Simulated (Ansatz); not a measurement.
C3H9As⁺, that is AsH2(iPr) with one electron fewer, relaxed as a doublet with UKS r2SCAN-D4/def2-SVP in Ansatz, starting from the r2SCAN-D4/def2-SVP geometry of the neutral singlet. Force threshold 0.02 eV/Å.

Start:

```tsv
atom	x (Å)	y (Å)	z (Å)
As1	1.760	0.803	0.143
H2	2.517	0.003	-0.913
H3	1.602	1.991	-0.803
C4	-0.031	0.003	-0.276
C5	-1.126	0.856	0.358
C6	-0.068	-1.439	0.222
H7	-0.147	0.014	-1.373
H8	-1.116	1.890	-0.021
H9	-1.014	0.898	1.455
H10	-2.122	0.432	0.144
H11	-1.049	-1.899	0.009
H12	0.703	-2.063	-0.259
H13	0.091	-1.490	1.313
```

| step | energy (eV) | largest force component (eV/Å) | SCF passes |
| --- | --- | --- | --- |
| 1 | -64077.9487 | 2.632 | 22 |
| 2 | -64078.5090 | 0.592 | 25 |
| 3 | -64078.5351 | 0.236 | 21 |
| 4 | -64078.5448 | 0.140 | 21 |
| 5 | -64078.5464 | 0.161 | 21 |
| 6 | -64078.5490 | 0.035 | 21 |
| 7 | -64078.5495 | 0.016 | 22 |

Force components are those of the run's own axes.

End:

```xyz
13

As    1.709    0.795   -0.136
H     2.721   -0.011   -0.911
H     1.724    2.156   -0.784
C    -0.100   -0.032   -0.231
C    -1.152    0.863    0.393
C    -0.079   -1.468    0.254
H    -0.156    0.008   -1.347
H    -1.119    1.898    0.023
H    -1.085    0.864    1.491
H    -2.141    0.452    0.126
H    -1.046   -1.925   -0.015
H     0.710   -2.074   -0.213
H     0.015   -1.525    1.349
```

By distances, no bond broke or formed. The bond that changes most is As1–H2, from 1.53 to 1.51 Å (atoms count from 1).

No frequencies were taken in this run, so the end may be a saddle point.

Run time 21 s (4 threads of Arm Neoverse V1 on a shared host).
